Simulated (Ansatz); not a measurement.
Born–Oppenheimer molecular dynamics of F2H2Si2 (6 atoms, charge 0, multiplicity 1). It starts from a relaxed structure.

Computed with Ansatz 0.2.0, RKS r2SCAN/STO-3G.

```
ensemble        : NVT, Nosé–Hoover chain
time step       : 0.5 fs
steps asked     : 400
set temperature : 700 K
thermostat      : time constant 100 fs, chain length 3 (defaults)
seed            : 390240
```

First frame:

```xyz
6
Properties=species:S:1:pos:R:3
F 1.927 -1.163 0.328
Si 0.344 -0.858 0.017
F -0.325 -2.054 0.921
Si -0.435 1.207 0.160
H 0.249 1.832 -0.978
H -1.760 1.037 -0.448
```

Task: How far do the bonds stretch over the last three quarters of this one trajectory? (Pairs bonded in most of those frames.)

Result: 
```csv
bond,mean (Å),spread (Å),shortest,longest
F1–Si2,1.653,0.070,1.55,1.76
Si2–F3,1.643,0.018,1.60,1.69
Si2–Si4,2.222,0.026,2.16,2.26
Si4–H5,1.477,0.052,1.40,1.56
Si4–H6,1.476,0.041,1.41,1.54
```

Mean temperature of the second half: 583 K. The conserved energy stayed within 0.41 meV per atom of its start (net change 0.26 meV per atom), so the integration is sound. The mean temperature of the second half is 17 % below the set value. A run of 0.2 ps of so small a system gives no equilibrium averages. Limits of this set-up: minimal basis.

Run time: 15 min on 1 thread of Arm Neoverse N1, with other jobs on the host, peak memory 0.084 GiB.
